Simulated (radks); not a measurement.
Spherical quantum dot in the effective-mass picture: electrons in a parabolic well V = omega^2 r^2 / 2 with omega = 0.281, all in effective atomic units (hartree* = m*/eps^2 hartree, bohr* = eps/m* bohr), one dielectric constant everywhere. Calculated with a radial shooting solver with Libxc functionals: non-relativistic Kohn-Sham, exchange-only LDA, spin-polarised, spherical densities. Levels are named by radial order and angular momentum (1s, 1p, 1d, 2s, ...), and open shells are averaged over m.

N = 28, configuration 1s2 1p6 1d10 2s2 1f(up 7, down 1). This is the lowest configuration that the search found. Occupied and some empty levels:

| level | occupation | eigenvalue (hartree*) | <r> (bohr*) |
|---|---|---|---|
| 1s up | 1 | 5.6661 | 4.318 |
| 1s down | 1 | 5.6850 | 4.010 |
| 1p up | 3 | 5.7354 | 5.128 |
| 1p down | 3 | 5.7652 | 4.962 |
| 1d up | 5 | 5.8224 | 5.651 |
| 1d down | 5 | 5.8580 | 5.573 |
| 2s up | 1 | 5.8632 | 4.473 |
| 2s down | 1 | 5.8828 | 4.627 |
| 1f up | 7 | 5.9252 | 6.048 |
| 1f down | 1 | 5.9638 | 6.021 |
| 2p up | 0 | 5.9905 | 5.016 |
| 2p down | 0 | 6.0102 | 5.065 |
| 1g up | 0 | 6.0423 | 6.376 |
| 1g down | 0 | 6.0819 | 6.379 |
| 2d up | 0 | 6.1264 | 5.521 |
| 2d down | 0 | 6.1486 | 5.521 |

Energy (hartree*): total 100.351, kinetic 5.4035, external 35.251, Hartree 64.787, exchange-correlation -5.0912.
